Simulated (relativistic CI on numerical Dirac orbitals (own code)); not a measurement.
**Ti³⁺: L-alpha,beta X-ray emission**

Computed with this model: Dirac-Coulomb-Breit CI, separate exchange-only KLI orbitals for each configuration, model QED, valence Slater integrals scaled by 0.8, multiplet model of X-ray emission after core ionisation; configurations [Ar] 3d → [He] 2s2 2p5 3s2 3p6 3d → [Ne] 3s2 3p6; 300 K; Lorentzian 0.6 eV and Gaussian 0.5 eV FWHM. Energies are those of the free ion, without screening or charge transfer. S is read from ⟨S²⟩ = S(S + 1).

Field parameters in Wybourne normalisation: Td as Oh with Dq negative (B⁴₀ = 21Dq, B⁴₄ = √(5/14) B⁴₀). The field is a parameter set, without covalency.

Computed curve for Td, 10Dq = -14750 cm⁻¹, scaled to 100 at the maximum (points under 2 are left out and the grid is thinned):

```
Energy (eV)  Intensity
      459.8        2.0
      460.1        3.0
      460.5        6.1
      460.8        8.6
      461.2       10.6
      461.5       18.1
      461.9       35.0
      462.2       29.4
      462.5       15.6
      462.9        7.6
      463.2        6.4
      463.6        7.1
      463.9        8.5
      464.3       15.1
      464.6       31.0
      465.0       63.6
      465.3       54.9
      465.6       29.2
      466.0       14.2
      466.3       12.3
      466.7       16.4
      467.0       28.9
      467.4       75.1
      467.7      100.0
      468.0       69.4
      468.4       26.6
      468.7       15.9
      469.1       12.6
      469.4       14.8
      469.8       29.3
      470.1       61.1
      470.5       95.5
      470.8       63.1
      471.1       29.0
      471.5       11.8
      471.8        7.3
      472.2        4.5
      472.5        3.4
      472.9        2.5
      473.2        2.0
```

The ground state has S = 0.50, and the centroid lies at 467.23 eV.
